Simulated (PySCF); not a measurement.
## Electron correlation in Ga⁺ (gallium, charge +1)

[Ar] 3d10 4s1 4p1, high-spin 3P determinant (an excited configuration). All numbers are calculated (PySCF 2.14, scalar relativity by spin-free X2C-1e, in ANO-RCC-VTZP (6s5p3d1f, 43 functions)). Frozen: [Ne]; 20 electrons correlated.

```csv
level,correlation energy (mhartree)
CCSD,-535.10
(T),-5.44
CCSD(T),-540.54
```

Diagnostics: T1 = 0.0087, D1 = 0.0238, largest double amplitude 0.033.

Cost of the coupled-cluster step: roughly 2.9 core-seconds, for 20 correlated electrons.

Iterations:

```
CC2 = 0
CCSD nocc = (np.int64(11), np.int64(9)), nmo = (38, 38)
frozen orbitals [[0, 1, 2, 3, 4], [0, 1, 2, 3, 4]]
max_cycle = 100
direct = 0
conv_tol = 1e-08
conv_tol_normt = 1e-06
diis_space = 8
diis_start_cycle = 0
Init t2, MP2 energy = -0.602139202111652
Init E_corr(UCCSD) = -0.602139202112579
cycle = 1  E_corr(UCCSD) = -0.511612505141095  dE = 0.090526697  norm(t1,t2) = 0.0816982
cycle = 2  E_corr(UCCSD) = -0.540350795632323  dE = -0.0287382905  norm(t1,t2) = 0.02968
cycle = 3  E_corr(UCCSD) = -0.535085769603752  dE = 0.00526502603  norm(t1,t2) = 0.0157257
cycle = 4  E_corr(UCCSD) = -0.534741309904313  dE = 0.000344459699  norm(t1,t2) = 0.00277367
cycle = 5  E_corr(UCCSD) = -0.53514431157889  dE = -0.000403001675  norm(t1,t2) = 0.00062531
cycle = 6  E_corr(UCCSD) = -0.535099727579746  dE = 4.45839991e-05  norm(t1,t2) = 0.000234022
cycle = 7  E_corr(UCCSD) = -0.535096109249212  dE = 3.61833053e-06  norm(t1,t2) = 6.10524e-05
cycle = 8  E_corr(UCCSD) = -0.535100851034824  dE = -4.74178561e-06  norm(t1,t2) = 2.13711e-05
cycle = 9  E_corr(UCCSD) = -0.535101321501195  dE = -4.70466371e-07  norm(t1,t2) = 9.99044e-06
cycle = 10  E_corr(UCCSD) = -0.535100588485129  dE = 7.33016066e-07  norm(t1,t2) = 3.27632e-06
cycle = 11  E_corr(UCCSD) = -0.535100680715098  dE = -9.22299691e-08  norm(t1,t2) = 1.30366e-06
cycle = 12  E_corr(UCCSD) = -0.535100700342799  dE = -1.96277007e-08  norm(t1,t2) = 2.41463e-07
cycle = 13  E_corr(UCCSD) = -0.53510068698868  dE = 1.33541195e-08  norm(t1,t2) = 6.72852e-08
cycle = 14  E_corr(UCCSD) = -0.535100690682333  dE = -3.69365327e-09  norm(t1,t2) = 1.38796e-08
UCCSD converged
E(UCCSD) = -1942.338449761618  E_corr = -0.5351006906823329
UCCSD(T) correction = -0.00544193172546243
```

The basis was made for the ground configuration and has no added diffuse functions, which can raise the energy of the promoted electron.
